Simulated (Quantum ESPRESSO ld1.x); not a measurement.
The numbers below are computed, except where a source is named.
Problem. These are the eigenvalues of the occupied orbitals of an atom or ion with whole-number occupations (hartree). Code: ld1.x of Quantum ESPRESSO 7.5. Model: scalar-relativistic Kohn-Sham, LDA (Slater exchange, Perdew-Zunger correlation), spin-polarised, spherical densities, point nucleus.

| orbital | eigenvalue |
|---|---|
| 1s up | -89.0677 |
| 1s down | -89.0535 |
| 2s up | -8.69214 |
| 2s down | -8.67645 |
| 2p up | -6.70225 |
| 2p down | -6.68273 |
| 3s up | -1.48110 |
| 3s down | -1.39709 |
| 3p up | -1.06305 |

Which element is it, and in what charge state? The configuration may be excited. Open shells, if any, are filled with parallel spins first.

Solution. Z = 16, sulfur, charge +2: S2+ in [Ne] 3s2 3p2. The list shows which subshells hold electrons but not how many an open one holds; the 1s level, -89.068 hartree, gives Z - s = 13.3 by -(Z - s)^2/2, which with screening and relativity narrows Z to a few neighbours, and the depths of the outer levels then fix element, charge and occupations together.
